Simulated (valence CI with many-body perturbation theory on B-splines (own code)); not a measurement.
## E1 transitions of Gd58+

Calculated by configuration interaction combined with many-body perturbation theory (CI+MBPT): four valence electrons over a frozen Dirac-Fock core [He], radial functions for each j: 11 s, 11 p, 9 d, 7 f, 5 g, 2 h, 1 i, with the one-electron correlation potential Σ1, the two-electron term Σ2, the three-electron term Σ3, Breit, model QED; selected CI, second order for the rest (own B-spline code, finite nucleus).

The last digits are not significant, and no measured levels were compared; by estimate large intervals hold to a few tenths of a per cent, small ones and those within an open d or f shell to about a per cent. Among the levels kept, up to 270 cm⁻¹ of a level comes from second order outside the variational space, and about a tenth of that is noise between levels of different J, which matters for small intervals.

Lines 1 to 50 of 252 in falling wavelength, among levels below 650.08 Ry, chosen from the strongest by gf and those to the six lowest levels. Wavelengths and rates use the calculated energies. Electric multipoles are in the length gauge, E1 and E2 with the static RPA response of the core. Weak lines are less certain than strong ones. Lines between different terms over intervals too small for the method are left out, as are lines whose strength nearly cancels. The highest levels of a list are the least certain.

Levels are named by their leading jj configuration (3d3/2^4 stands for four electrons in 3d with j = 3/2), which in mixed levels can hold well under half, so a name can repeat and another be missing. Letters in brackets count levels of one name in rising energy.

```csv
λ vac (nm),Upper,Lower,A (s⁻¹),S (a.u.) with core polarisation,S without
10.15,(2s 2p1/2 2p3/2 3d5/2) J=5,(2s 2p1/2 2p3/2 3p3/2) J=4,2.23e+10,1.27e-01,1.27e-01
10.15,(2s 2p1/2 2p3/2 3d5/2) J=4 [a],(2s 2p1/2 2p3/2 3p3/2) J=3 [a],1.47e+10,6.84e-02,6.84e-02
10.04,(2s 2p1/2^2 3d5/2) J=3,(2s 2p1/2^2 3p3/2) J=2,2.32e+10,8.13e-02,8.13e-02
9.997,(2s^2 2p3/2 3d5/2) J=4,(2s^2 2p3/2 3p3/2) J=3,1.86e+10,8.24e-02,8.24e-02
9.772,(2s 2p1/2 2p3/2 3d5/2) J=4 [b],(2s 2p1/2 2p3/2 3p3/2) J=3 [b],1.99e+10,8.27e-02,8.27e-02
9.518,(2s^2 2p1/2 3d5/2) J=3,(2s^2 2p1/2 3p3/2) J=2,2.51e+10,7.49e-02,7.49e-02
9.326,(2s 2p1/2 2p3/2 3d5/2) J=3 [a],(2s 2p1/2 2p3/2 3p3/2) J=2 [a],1.80e+10,5.04e-02,5.04e-02
9.198,(2s 2p1/2^2 3d5/2) J=2,(2s 2p1/2^2 3p3/2) J=1,2.72e+10,5.23e-02,5.23e-02
6.813,(2s 2p1/2 2p3/2^2) J=2 [a],(2s^2 2p3/2^2) J=2,1.52e+09,1.18e-03,1.18e-03
6.516,(2s 2p1/2 2p3/2 3p3/2) J=4,(2s^2 2p3/2 3p3/2) J=3,2.55e+10,3.14e-02,3.14e-02
5.574,(2s 2p1/2^2 2p3/2) J=2,(2s^2 2p1/2 2p3/2) J=2,9.08e+09,3.88e-03,3.89e-03
5.569,(2s 2p1/2 2p3/2^2) J=3,(2s^2 2p3/2^2) J=2,1.18e+10,7.04e-03,7.05e-03
5.169,(2s 2p1/2^2 2p3/2) J=2,(2s^2 2p1/2 2p3/2) J=1,1.35e+10,4.59e-03,4.60e-03
4.668,(2s 2p1/2 2p3/2 3d3/2) J=3 [b],(2s 2p1/2 2p3/2 3p1/2) J=2 [b],8.14e+10,2.86e-02,2.86e-02
4.634,(2s 2p1/2 2p3/2 3p3/2) J=2 [b],(2s 2p1/2 2p3/2 3s) J=2 [b],9.17e+10,2.25e-02,2.25e-02
4.455,(2s 2p1/2 2p3/2 3d3/2) J=2 [a],(2s 2p1/2 2p3/2 3p1/2) J=2 [a],9.35e+10,2.04e-02,2.04e-02
4.429,(2s 2p1/2^2 3p3/2) J=1,(2s 2p1/2^2 3s) J=0,2.12e+11,2.72e-02,2.72e-02
4.425,(2s 2p1/2 2p3/2 3d3/2) J=2 [b],(2s 2p1/2 2p3/2 3p1/2) J=2 [b],1.33e+11,2.84e-02,2.84e-02
4.411,(2s^2 2p3/2 3d3/2) J=2,(2s^2 2p3/2 3p1/2) J=2,1.06e+11,2.25e-02,2.25e-02
4.375,(2s^2 2p3/2 3d3/2) J=2,(2s^2 2p3/2 3p1/2) J=1,1.10e+11,2.28e-02,2.28e-02
4.369,(2s 2p1/2 2p3/2 3d3/2) J=2 [c],(2s 2p1/2 2p3/2 3p1/2) J=1 [b],1.07e+11,2.20e-02,2.20e-02
4.317,(2s 2p1/2 2p3/2 3d3/2) J=3 [c],(2s 2p1/2 2p3/2 3p1/2) J=2 [c],2.06e+11,5.74e-02,5.74e-02
4.316,(2s 2p1/2 2p3/2 3p3/2) J=2 [a],(2s 2p1/2 2p3/2 3s) J=1 [a],1.17e+11,2.32e-02,2.32e-02
4.314,(2s^2 2p3/2 3p3/2) J=1,(2s^2 2p3/2 3s) J=1,2.70e+11,3.21e-02,3.21e-02
4.312,(2s 2p1/2 2p3/2 3d3/2) J=3 [a],(2s 2p1/2 2p3/2 3p1/2) J=2 [a],1.99e+11,5.52e-02,5.52e-02
4.309,(2s 2p1/2 2p3/2 3d3/2) J=4,(2s 2p1/2 2p3/2 3p1/2) J=3,1.94e+11,6.89e-02,6.89e-02
4.305,(2s^2 2p3/2 3d3/2) J=3,(2s^2 2p3/2 3p1/2) J=2,2.26e+11,6.23e-02,6.23e-02
4.302,(2s 2p1/2 2p3/2 3d3/2) J=2 [a],(2s 2p1/2 2p3/2 3p1/2) J=1 [a],1.12e+11,2.20e-02,2.20e-02
4.298,(2s 2p1/2 2p3/2 3d3/2) J=1 [b],(2s 2p1/2 2p3/2 3p1/2) J=2 [b],2.52e+11,2.96e-02,2.96e-02
4.295,(2s^2 2p1/2 3d3/2) J=2,(2s^2 2p1/2 3p1/2) J=1,2.22e+11,4.34e-02,4.34e-02
4.293,(2s 2p1/2 2p3/2 3p3/2) J=3 [c],(2s 2p1/2 2p3/2 3s) J=2 [c],2.78e+11,7.59e-02,7.59e-02
4.293,(2s^2 2p3/2 3d5/2) J=3,(2s 2p1/2 2p3/2 3s) J=2 [a],1.10e+11,3.02e-02,3.02e-02
4.283,(2s 2p1/2^2 3d3/2) J=2,(2s 2p1/2^2 3p1/2) J=1,2.09e+11,4.05e-02,4.05e-02
4.272,(2s 2p1/2 2p3/2^2) J=1 [a],(2s^2 2p3/2^2) J=2,1.97e+10,2.27e-03,2.27e-03
4.272,(2s 2p1/2 2p3/2 3d3/2) J=1 [a],(2s 2p1/2 2p3/2 3p1/2) J=1 [a],1.84e+11,2.12e-02,2.13e-02
4.252,(2s 2p1/2 2p3/2 3p3/2) J=2 [d],(2s 2p1/2 2p3/2 3s) J=1 [c],2.79e+11,5.30e-02,5.30e-02
4.237,(2s^2 2p3/2 3p3/2) J=3,(2s^2 2p3/2 3s) J=2,3.66e+11,9.63e-02,9.63e-02
4.217,(2s^2 2p3/2 3d3/2) J=1,(2s^2 2p3/2 3p1/2) J=1,1.99e+11,2.21e-02,2.21e-02
4.213,(2s 2p1/2 2p3/2 3p3/2) J=3 [a],(2s 2p1/2 2p3/2 3s) J=2 [a],2.45e+11,6.33e-02,6.33e-02
4.196,(2s 2p1/2 2p3/2 3p3/2) J=4,(2s 2p1/2 2p3/2 3s) J=3,3.20e+11,1.05e-01,1.05e-01
4.195,(2s 2p1/2 2p3/2 3p3/2) J=3 [b],(2s 2p1/2 2p3/2 3s) J=2 [b],1.37e+11,3.49e-02,3.49e-02
4.194,(2s 2p1/2 2p3/2 3p3/2) J=2 [c],(2s 2p1/2 2p3/2 3s) J=2 [b],1.52e+11,2.78e-02,2.78e-02
4.189,(2s 2p1/2 2p3/2 3d3/2) J=3 [b],(2s 2p1/2 2p3/2 3p1/2) J=3,1.23e+11,3.12e-02,3.12e-02
4.188,(2s 2p1/2^2 2p3/2) J=1,(2s^2 2p1/2 2p3/2) J=2,3.75e+10,4.08e-03,4.09e-03
4.129,(2s 2p1/2 2p3/2^2) J=2 [b],(2s^2 2p3/2^2) J=2,1.88e+10,3.27e-03,3.27e-03
4.113,(2s^2 2p1/2 3p3/2) J=2,(2s^2 2p1/2 3s) J=1,3.86e+11,6.63e-02,6.63e-02
4.093,(2s 2p1/2 2p3/2 3p3/2) J=2 [e],(2s 2p1/2 2p3/2 3s) J=2 [c],1.65e+11,2.80e-02,2.80e-02
4.035,(2s 2p1/2 2p3/2 3p3/2) J=1 [c],(2s 2p1/2 2p3/2 3s) J=1 [c],1.90e+11,1.84e-02,1.84e-02
4.034,(2s^2 2p1/2 3p3/2) J=1,(2s^2 2p1/2 3s) J=0,2.84e+11,2.76e-02,2.76e-02
4.017,(2s 2p1/2^2 3p3/2) J=2,(2s 2p1/2^2 3s) J=1,3.53e+11,5.64e-02,5.64e-02
```
